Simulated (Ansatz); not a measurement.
```yaml
crystal:
  periodic: [false, false, false]
  atoms:
    - {symbol: C, position_ang: [-1.293287, -0.673891, 2.498798]}
    - {symbol: Sn, position_ang: [0.784223, -0.010594, 2.548605]}
    - {symbol: O, position_ang: [0.310621, 1.520807, 1.025070]}
    - {symbol: C, position_ang: [0.110649, 1.347309, -0.197943]}
    - {symbol: C, position_ang: [-0.413386, 2.612031, -0.902674]}
    - {symbol: F, position_ang: [-1.564946, 2.989106, -0.350716]}
    - {symbol: F, position_ang: [0.462388, 3.604042, -0.763025]}
    - {symbol: F, position_ang: [-0.622957, 2.426513, -2.205300]}
    - {symbol: C, position_ang: [0.311377, 0.200391, -0.960752]}
    - {symbol: C, position_ang: [0.855031, -0.969229, -0.437406]}
    - {symbol: C, position_ang: [1.115699, -2.146832, -1.394503]}
    - {symbol: F, position_ang: [2.410913, -2.452086, -1.394449]}
    - {symbol: F, position_ang: [0.754267, -1.880789, -2.648991]}
    - {symbol: F, position_ang: [0.433495, -3.215507, -0.988029]}
    - {symbol: O, position_ang: [1.191825, -1.218542, 0.741730]}
    - {symbol: H, position_ang: [-1.682294, -0.693863, 1.478623]}
    - {symbol: H, position_ang: [-1.914058, -0.001015, 3.096624]}
    - {symbol: H, position_ang: [-1.374474, -1.678058, 2.923738]}
    - {symbol: H, position_ang: [0.083113, 0.235807, -2.013001]}
basis:
  gaussian: {orbitals: def2-mTZVPP, fitting: {mean_field: cc-pVTZ-jkfit}, point_charges: [{charge: -1.00, position_ang: [5.572, 0.131, -0.554]}]}
hamiltonian: {xc: {name: PBE0}, dispersion: d3bj}
```

```sh
$ ansatz run in.yaml --threads 11 --pin off --events-out ev --progress --plain --max-ram 110592MiB --backend cuda --devices 0, --max-vram 75GiB
```

(1) How does Ansatz answer? (Estimate.)

## Answers

(1) The calculation gave: The input was rejected before any iteration.
```
Functional definition: PBE0
Error: <dir> the basis set cc-pVTZ-JKFIT has no functions for Sn
```
